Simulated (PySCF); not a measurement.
ethylene (C$_{2}$H$_{4}$), singlet, geometry from GFN2-xTB; DF-HF/aug-cc-pVDZ run with PySCF.

Here is a job for PySCF.
```python
from pyscf import gto, scf
import numpy

mol = gto.Mole()
mol.atom = '''
    C    -0.013287   -0.006567    0.658005
    C     0.013287    0.006567   -0.658005
    H    -0.020896    0.901691    1.238223
    H    -0.028738   -0.926221    1.219823
    H     0.028738    0.926221   -1.219823
    H     0.020896   -0.901691   -1.238223
'''
mol.basis = 'aug-cc-pvdz'
mol.charge = 0
mol.spin = 0
mol.verbose = 4
mol.build()
print('smallest overlap eigenvalue', numpy.linalg.eigvalsh(mol.intor('int1e_ovlp'))[0])

mf = scf.RHF(mol)
mf = mf.density_fit(auxbasis='def2-universal-jkfit')
mf = scf.addons.remove_linear_dep_(mf, threshold=1e-8, lindep=1e-8)
mf.kernel()
mf.analyze()
```

Output, abridged:

```
PySCF version 2.14.0

[INPUT] verbose = 4
[INPUT] num. atoms = 6
[INPUT] num. electrons = 16
[INPUT] charge = 0
[INPUT] spin (= nelec alpha-beta = 2S) = 0
[INPUT] symmetry False subgroup None
[INPUT] Mole.unit = angstrom
[INPUT] Symbol           X                Y                Z      unit          X                Y                Z       unit  Magmom
[INPUT]  1 C     -0.013287000000  -0.006567000000   0.658005000000 AA   -0.025108791017  -0.012409831460   1.243449238594 Bohr   0.0
[INPUT]  2 C      0.013287000000   0.006567000000  -0.658005000000 AA    0.025108791017   0.012409831460  -1.243449238594 Bohr   0.0
[INPUT]  3 H     -0.020896000000   0.901691000000   1.238223000000 AA   -0.039487717099   1.703949038985   2.339902351137 Bohr   0.0
[INPUT]  4 H     -0.028738000000  -0.926221000000   1.219823000000 AA   -0.054306949368  -1.750304020821   2.305131390445 Bohr   0.0
[INPUT]  5 H      0.028738000000   0.926221000000  -1.219823000000 AA    0.054306949368   1.750304020821  -2.305131390445 Bohr   0.0
[INPUT]  6 H      0.020896000000  -0.901691000000  -1.238223000000 AA    0.039487717099  -1.703949038985  -2.339902351137 Bohr   0.0

nuclear repulsion = 33.6665198777589
number of shells = 36
number of NR pGTOs = 114
number of NR cGTOs = 82
basis = aug-cc-pvdz
ecp = {}
input.py:22: DeprecationWarning: remove_linear_dep_ is deprecated and will be removed in a future release. Linear dependency handling is now built into the SCF procedure by default. Linear dependency removal can be controlled using the following settings:
  pyscf.scf.hf.remove_overlap_zero_eigenvalue = True
  pyscf.scf.hf.overlap_zero_eigenvalue_threshold = 1e-6

  mf = scf.addons.remove_linear_dep_(mf, threshold=1e-8, lindep=1e-8)
smallest overlap eigenvalue 9.882521480955817e-05

******** <class 'pyscf.df.df_jk.DFRHF'> ********
method = DFRHF
initial guess = minao
damping factor = 0
level_shift factor = 0
DIIS = <class 'pyscf.scf.diis.CDIIS'>
diis_start_cycle = 1
diis_space = 8
diis_damp = 0
SCF conv_tol = 1e-09
SCF conv_tol_grad = None
SCF max_cycles = 50
direct_scf = False
Set gradient conv threshold to 3.16228e-05
Initial guess from minao.
******** <class 'pyscf.df.df.DF'> ********
auxbasis = def2-universal-jkfit
init E= -78.2026120800536
  HOMO = -0.29244924398148  LUMO = 0.0350460320532155  gap/eV = 8.91160
cycle= 1 E= -78.0233760610759  delta_E= 0.179  |g|= 0.225  |ddm|= 3.49
  HOMO = -0.394321892343614  LUMO = 0.0398290447508853  gap/eV = 11.81385
cycle= 2 E= -78.0420848781054  delta_E= -0.0187  |g|= 0.0573  |ddm|= 0.505
  HOMO = -0.376655041528561  LUMO = 0.0405113552359362  gap/eV = 11.35168
cycle= 3 E= -78.0435109967017  delta_E= -0.00143  |g|= 0.0112  |ddm|= 0.28
  HOMO = -0.381466745742303  LUMO = 0.0403539364014547  gap/eV = 11.47833
cycle= 4 E= -78.0435550651868  delta_E= -4.41e-05  |g|= 0.00237  |ddm|= 0.0216
  HOMO = -0.380449921065196  LUMO = 0.0403525236604283  gap/eV = 11.45062
cycle= 5 E= -78.0435584834469  delta_E= -3.42e-06  |g|= 0.0006  |ddm|= 0.00794
  HOMO = -0.380446238400942  LUMO = 0.0403411769945188  gap/eV = 11.45021
cycle= 6 E= -78.0435587675349  delta_E= -2.84e-07  |g|= 0.000128  |ddm|= 0.0016
  HOMO = -0.380420471374297  LUMO = 0.0403385412609465  gap/eV = 11.44944
cycle= 7 E= -78.0435587838188  delta_E= -1.63e-08  |g|= 1.22e-05  |ddm|= 0.000544
  HOMO = -0.380419729768256  LUMO = 0.0403382885488521  gap/eV = 11.44941
cycle= 8 E= -78.0435587839368  delta_E= -1.18e-10  |g|= 1.64e-06  |ddm|= 5.01e-05
  HOMO = -0.380419438013936  LUMO = 0.0403383092359992  gap/eV = 11.44940
Extra cycle  E= -78.0435587839385  delta_E= -1.73e-12  |g|= 5.32e-07  |ddm|= 4.72e-06
converged SCF energy = -78.0435587839385
**** SCF Summaries ****
Total Energy =                         -78.043558783938508
Nuclear Repulsion Energy =              33.666519877758887
One-electron Energy =                 -170.561774442954260
Two-electron Energy =                   58.851695781256872
Two-electron Coulomb Energy =           70.612457173877416
DFT Exchange-Correlation Energy =      -11.760761392620545
HOMO-LUMO gap [eV] =                    11.449401481323584
**** MO energy ****
MO #1   energy= -11.2356287988977  occ= 2
MO #2   energy= -11.2338036861782  occ= 2
MO #3   energy= -1.04152704140515  occ= 2
MO #4   energy= -0.795115306151565 occ= 2
MO #5   energy= -0.645016446822859 occ= 2
MO #6   energy= -0.593318239923823 occ= 2
MO #7   energy= -0.504361578175275 occ= 2
MO #8   energy= -0.380419438013936 occ= 2
MO #9   energy= 0.0403383092359992 occ= 0
MO #10  energy= 0.050157564460839  occ= 0
MO #11  energy= 0.0513334681771424 occ= 0
MO #12  energy= 0.0708706967626402 occ= 0
MO #13  energy= 0.103330319197521  occ= 0
MO #14  energy= 0.120047371392616  occ= 0
MO #15  energy= 0.127389259645241  occ= 0
MO #16  energy= 0.146749597186188  occ= 0
 ** Mulliken pop on meta-lowdin orthogonal AOs  **
 ** Mulliken pop  **
 ** Mulliken atomic charges  **
charge of    0C =     -0.20329
charge of    1C =     -0.20329
charge of    2H =      0.10165
charge of    3H =      0.10165
charge of    4H =      0.10165
charge of    5H =      0.10165
Dipole moment(X, Y, Z, Debye): -0.00000, -0.00000,  0.00000
```
